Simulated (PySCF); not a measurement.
SMILES C(CN)(C)(C)C at its GFN2-xTB optimised geometry (Å):

```
19

C     -0.6548    -1.3943    -1.2410
C     -0.1418    -0.6640     0.0000
C     -0.6423    -1.3703     1.2623
C      1.3892    -0.6640     0.0000
C     -0.6818     0.7782     0.0000
N     -0.2936     1.5033    -1.2003
H     -0.3959    -0.8287    -2.1315
H     -0.2162    -2.3871    -1.3085
H     -1.7368    -1.4953    -1.2018
H     -0.2669    -0.8753     2.1558
H     -0.3041    -2.4036     1.2755
H     -1.7296    -1.3654     1.2998
H      1.7626    -1.6795     0.1123
H      1.7749    -0.0662     0.8240
H      1.7749    -0.2655    -0.9348
H     -1.7749     0.7395     0.0141
H     -0.3536     1.2780     0.9287
H     -0.7589     2.4036    -1.2276
H      0.7057     1.6765    -1.1972
```

Computed with PySCF with PBE0/def2-SVP. Cells within 0.4 Å of a nucleus heavier than hydrogen are left out (blank, or x).

Map of the log10 of the electron density (e/bohr³), floored at −4 on the plane z = 1.5 Å:

```
|000000000000000000000000000|
|000000000000000000000000000|
|000000000000000000000000000|
|000000000000000000000000000|
|000000000000000000000000000|
|000000000011111000000000000|
|000000001123332100000000000|
|000000012345544210000000000|
|000000012456665321000000000|
|000000123456765422111000000|
|000000123466765433332100000|
|000001223456665444443210000|
|000001233445554455654310000|
|000001234455655456665420000|
|000012345667776556665320000|
|000013567788987555654320000|
|000024678999987545543210000|
|00002468999xx97544433210000|
|000024678999987543332100000|
|000013567789987533322100000|
|000002345678987532211000000|
|000001234567876431100000000|
|000000012356665321000000000|
|000000001234443210000000000|
|000000000012221000000000000|
|000000000000000000000000000|
|000000000000000000000000000|
```
Scale: ten equal steps from -4.00 (start of '0') to -0.566 (end of '9'), in the order '0123456789'; x runs from -4.50 to 4.50, y from -4.50 (bottom) to 4.50 (top).
